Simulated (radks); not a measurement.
The mean radii <r> (bohr) of the occupied orbitals of an atom or ion are listed with their occupations. Method: Dirac Kohn-Sham, PBE, spin-unpolarised, spherical densities, point nucleus; computed with a radial shooting solver on a logarithmic mesh with Libxc functionals.

orbital  occ.      <r>
1s1/2       2  0.04860
2s1/2       2   0.2176
2p1/2       2   0.1883
2p3/2       4   0.1918
3s1/2       2   0.6518
3p1/2       2   0.6715
3p3/2       4   0.6822
3d3/2       4   0.7842
3d5/2       6   0.7895

Name the element and its charge. Open shells, if any, are shared by 2j + 1.

Answer. Z = 31, gallium, charge +3: Ga3+ in [Ar] 3d10. The 1s radius gives Z: for a bare nucleus <r> = (2 gamma + 1)/(2Z) with gamma = sqrt(1 - (Z/c)^2), 0.04755 bohr for Z = 31, and screening makes it slightly larger (0.04860 here). The occupations add up to 28, and the charge is Z minus that.
